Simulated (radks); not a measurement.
Values are calculated unless marked as measured or tabulated.
Ba I, configuration [Kr] 4d10 5s2 5p4 6s2 5d2 (not the ground configuration). Code: a radial shooting solver on a logarithmic mesh with Libxc functionals. Model: scalar-relativistic Kohn-Sham, exchange-only r2SCAN, spin-polarised, spherical densities, finite nucleus; open shells are filled with parallel spins first (spin-orbit coupling, left out, can overturn this in heavy ions); meta-GGA in the generalised Kohn-Sham scheme; Fermi nuclear charge, rms radius 4.8378 fm.

Radial electron density D(r) = 4 pi r^2 rho(r):

```
   r/bohr * D(r) (the largest magnitude, 95.3, reaches the edge; | marks zero)
 0.001688 |  *
 0.001981 |   *
 0.002306 |     *
 0.002706 |      *
 0.003176 |        *
 0.003697 |          *
 0.004339 |             *
 0.005091 |                *
 0.005975 |                    *
 0.006956 |                        *
 0.008162 |                            *
 0.009579 |                                *
  0.01115 |                                    *
  0.01309 |                                       *
  0.01536 |                                         *
  0.01802 |                                         *
  0.02098 |                                         *
  0.02462 |                                       *
  0.02889 |                                     *
  0.03363 |                                    *
  0.03947 |                                     *
  0.04632 |                                        *
  0.05436 |                                             *
  0.06328 |                                                   *
  0.07426 |                                                      *
  0.08714 |                                                      *
   0.1014 |                                                 *
    0.119 |                                           *
   0.1397 |                                       *
   0.1639 |                                        *
   0.1909 |                                            *
    0.224 |                                              *
   0.2628 |                                           *
    0.306 |                                  *
   0.3591 |                       *
   0.4214 |                *
   0.4945 |               *
   0.5757 |                  *
   0.6756 |                  *
   0.7928 |              *
   0.9229 |          *
    1.083 |      *
    1.271 |    *
    1.492 |   *
    1.736 |  *
    2.038 | *
    2.391 | *
    2.784 |*
    3.267 |*
    3.834 |*
    4.499 *
    5.237 *
    6.146 *
    7.212 *
    8.396 *
    9.853 *
    11.56 *
    13.57 *
```

D(r) has 4 maxima, at r = 0.0179, 0.0792, 0.224, 0.629 bohr, and minima at 0.0345, 0.148, 0.460 bohr, inside which lie 1.96, 11.17, 28.91 electrons.
